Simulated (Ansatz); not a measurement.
`B[Se]C` + `CCN` → `BNCC` + `C[SeH]` at 500 K and 1 bar (ligand exchange at a B–Se bond).

Gas-phase electronic energies from Ansatz, PBE0-D4/def2-TZVP geometries. CCSD(T)/CBS adds triple-zeta CCSD(T) − MP2 to the extrapolated MP2 energy (def2 sets, frozen cores). For Se outer-core shells are correlated without core-valence functions, which leaves a few kJ/mol of doubt a bond. Scalar relativity is left out up to krypton. One conformer a species, not always the lowest.

```
 species  CCSD(T)/CBS energy (Eh)  H − E (kJ/mol)  S (J/(mol·K))
`B[Se]C`              -2466.56684           187.2          346.5
   `CCN`               -135.01652           275.2          315.2
  `BNCC`               -160.44809           315.3          355.2
`C[SeH]`              -2441.15625           142.1          299.3
```

H − E and S are ideal-gas, rigid-rotor, harmonic terms from PBE0-D4/def2-TZVP, for one conformer and one mirror image of each species. 1 Eh = 2625.50 kJ/mol, R = 8.31446 J/(mol·K).

Task: By hand: ΔE, ΔH, ΔS and ΔG.

Result: ΔE = (-160.44809) + (-2441.15625) − (-2466.56684) − (-135.01652) = -0.02098 Eh = -55.1 kJ/mol. Δ(H − E) = 315.3 + 142.1 − 187.2 − 275.2 = -5.0, so ΔH = -60.1 kJ/mol. ΔS = 355.2 + 299.3 − 346.5 − 315.2 = -7.2 J/(mol·K). ΔG = -60.1 − 500 × (-7.2)/1000 = -56.5 kJ/mol.

Task: By hand: the equilibrium constant, and the temperature at which ΔG would vanish if ΔH and ΔS stayed fixed.

Result: log₁₀ K = −ΔG/(RT ln 10) = 5.9. ΔG = 0 at ΔH/ΔS = 8347 K, far beyond where these terms or the molecules hold.

The number of gas molecules stays the same, so ΔS is small and ΔH decides. A doubt of 5 kJ/mol in ΔE shifts log₁₀ K by 0.5 here. Other conformers and mirror images would add mixing entropy, several J/(mol·K) or more a flexible species. These are equilibria of isolated gas molecules and say nothing of rates. Largest T1 diagnostic: 0.013 (customary marks: 0.02 for closed shells, 0.045 for open ones).
